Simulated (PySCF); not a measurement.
**Basis and Hamiltonian dependence of the excitation energy of Au+**

Au+ [Xe] 4f14 5d10 (1S) → Au+ [Xe] 4f14 5d9 6s1 (3D). All values are computed (PySCF 2.14, energy differences of UHF-based or UKS calculations, no spin-orbit coupling). Values in eV.

```csv
basis,Hamiltonian,functions,UHF,r2SCAN,PBE0,MP2 (valence),CCSD(T) (valence),CCSD(T) (valence and next inner shell)
aug-cc-pVDZ-PP with ECP60MDF,ECP,54,2.186,2.168,2.397,2.657,2.557,n/a
def2-TZVPPD with the def2 core potential (60 electrons),ECP,59,2.118,2.079,2.328,2.681,2.578,2.368
ANO-RCC-VDZP,spin-free X2C,59,2.261,2.107,2.415,2.840,n/a,n/a
aug-cc-pwCVDZ-PP with ECP60MDF,ECP,70,2.118,2.064,2.311,2.602,2.499,2.226
ANO-RCC-VTZP,spin-free X2C,84,2.069,1.960,2.260,2.614,2.506,2.364
def2-QZVPPD with the def2 core potential (60 electrons),ECP,88,2.104,2.044,2.304,2.706,2.598,2.392
aug-cc-pVTZ-PP with ECP60MDF,ECP,88,2.074,2.008,2.270,2.634,2.527,n/a
x2c-TZVPPall,spin-free X2C,97,2.087,2.007,2.311,2.639,2.535,2.393
"x2c-TZVPPall with one added diffuse shell each of s, p, d, f type",spin-free X2C,113,2.086,2.005,2.309,2.636,2.528,2.387
"aug-cc-pVTZ-PP with one added diffuse shell each of s, p, d, f, g type with ECP60MDF",ECP,113,2.072,2.006,2.268,2.632,n/a,n/a
aug-cc-pwCVTZ-PP with ECP60MDF,ECP,122,2.059,1.998,2.261,2.631,n/a,n/a
```

Frozen in the all-electron rows: valence: [Xe] 4f14; valence and next inner shell: [Kr] 4d10 4f14; with a core potential, the same shells as far as they lie outside it.
